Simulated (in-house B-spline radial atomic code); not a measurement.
Results of a calculation; reference values are marked as such.
Correlation energy from the adiabatic connection: ω²r²/2 − Z/r, ω = 0.703, Z = 1

Two electrons in a singlet, external potential ω²r²/2 − Z/r, ω = 0.703, Z = 1 (atomic units). Full CI in B-splines (partial waves to l = 8, correlation up to 0.6 % small) with the density held fixed gives W(λ) = <V_ee>_λ − U, and E_c is the integral of W(λ) − W(0) from 0 to 1.

```json
{"λ": "0", "W(λ) − W(0) (hartree)": "0.00000"}
{"λ": "0.02", "W(λ) − W(0) (hartree)": "-0.00184"}
{"λ": "0.05", "W(λ) − W(0) (hartree)": "-0.00456"}
{"λ": "0.12", "W(λ) − W(0) (hartree)": "-0.01073"}
{"λ": "0.25", "W(λ) − W(0) (hartree)": "-0.02158"}
{"λ": "0.4", "W(λ) − W(0) (hartree)": "-0.03319"}
{"λ": "0.6", "W(λ) − W(0) (hartree)": "-0.04733"}
{"λ": "0.8", "W(λ) − W(0) (hartree)": "-0.06011"}
{"λ": "1", "W(λ) − W(0) (hartree)": "-0.07173"}
```

Task: Integrate the table by the trapezoid rule.

Result: The strips give -0.00002, -0.00010, -0.00054, -0.00210, -0.00411, -0.00805, -0.01074, -0.01318, which sum to -0.03884 hartree. The direct value, W(1) − W(0) + T_c with T_c = 0.03281, is -0.03892; the curve is convex, so chords lie above it and the trapezoids fall short in size by 0.22 %.

Task: Now use only three numbers: W(0) = -0.81832, the initial slope W'(0) = -0.09248 (extrapolated from the first points) and the strong-coupling limit of the point-charge-plus-continuum model, W∞ = -1.1363. What do second-order theory and the interpolation W(λ) = W∞ + (W(0) − W∞)/√(1 + 2χλ) of Seidl, Perdew and Levy give?

Result: Second order keeps the slope alone: E_c = W'(0)/2 = -0.04624, +19 % in size against -0.03892. Matching the slope fixes χ = W'(0)/(W∞ − W(0)) = -0.09248/(-0.31798) = 0.29084. Integrating, with s = √(1 + 2χ) = 1.257645, E_c = −(W(0) − W∞)(s − 1)/(s + 1) = −0.31798 × 0.257645/2.257645 = -0.03629 hartree, -6.8 % in size against the full result. At λ = 1 the formula gives W − W(0) = -0.06514 against -0.07173. Part of the miss can come from the model's W∞.
